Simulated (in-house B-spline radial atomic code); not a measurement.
# PBE excitations of Mo6+

Method: PBE. Computed with an all-electron radial atomic-structure program (B-spline basis): linear response of the closed shell [Ar] 3d10 4s2 4p6 with the functional's adiabatic kernel; scalar-relativistic (spin-free one-electron X2C), finite nucleus, no spin-orbit coupling, no double excitations, S, P, D and F terms only; shells from n = 2 respond. Only terms of natural parity with L up to 3 were computed.

Command:
```bash
python run_td.py task.json out
```
Settings (radii: box in bohr, nucleus in fm):
```
Z                        42
electrons                36
configuration            [Ar] 3d10 4s2 4p6
hamiltonian              x2c
method                   pbe,pbe
box_radius               14.35
rms_radius               4.4091
intervals                70
```

Run time, properties included: 0.9 s on 1 thread of AMD EPYC 9R14 (Zen 4), on a shared host.

The lowest states, in the order of their Tamm-Dancoff energies; the method's threshold (minus the highest occupied level) is 117.14 eV. Labels give the largest channel, * marks a mixed state, and oscillator strengths are full-response dipole values. Semilocal kernels can invert the small singlet-triplet splittings of Rydberg terms. Energies in eV:

```
     state  full response  Tamm-Dancoff  oscillator strength
4p → 4d 3P          38.36         38.45                    -
4p → 4d 3F              ?             ?                    -
4p → 4d 1F              ?             ?                    -
4p → 4d 1P          51.26         53.08                 5.49
4p → 5s 3P          58.10         58.12                    -
4p → 5s 1P          58.80         58.82                0.594
4p → 5p 3S          66.25         66.27                    -
```

(1) Where does 4p → 4d 3F lie?

(2) Where does 4p → 4d 1F lie?

(3) How large is the singlet-triplet splitting of 4p → 4d (F terms) in Tamm-Dancoff?

(4) What polarisabilities and dispersion coefficient does the method give?

Results:

(1) At 38.77 eV in full response, 38.88 eV in Tamm-Dancoff.

(2) At 41.63 eV in full response, 41.66 eV in Tamm-Dancoff.

(3) 2.77 eV, from the unrounded values.

(4) Dipole 1.791 bohr³, quadrupole 2.571 bohr⁵, C6 4.979 hartree·bohr⁶ for two such species.
